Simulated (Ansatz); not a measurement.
CH4SSi, SMILES `C[Si]S` (lower singlet; C–Si–S–H torsion 0°) (charge 0, multiplicity 1). This singlet lies 1.52 eV below the relaxed triplet at the level frozen-core CCSD(T)/cc-pVTZ // B3LYP-D3(BJ)/def2-TZVP (Ansatz, an electronic-structure program).

Cartesian coordinates (Å):
```xyz
7

C     -0.8681     0.1871     0.1894
Si     0.0203    -1.4818    -0.0829
S      2.0663    -0.8105    -0.0941
H     -1.9508     0.0540     0.2274
H     -0.6353     0.8853    -0.6206
H     -0.5447     0.6501     1.1267
H      1.9122     0.5158     0.0942
```
Charge 0, multiplicity 1.

Frozen-core energies in 6-31g from Ansatz at a geometry from B3LYP-D3(BJ)/def2-TZVP; the HF reference has <S^2> = 0.00 and the T1 diagnostic is 0.017.

```csv
level,energy (Ha),difference from CCSDT(Q) (mHa)
HF,-726.53484,229.02
MP2,-726.72194,41.92
CCSD,-726.75741,6.46
CCSD(T),-726.76274,1.12
CCSDT,-726.76352,0.34
CCSDT(Q),-726.76386,0.00
```
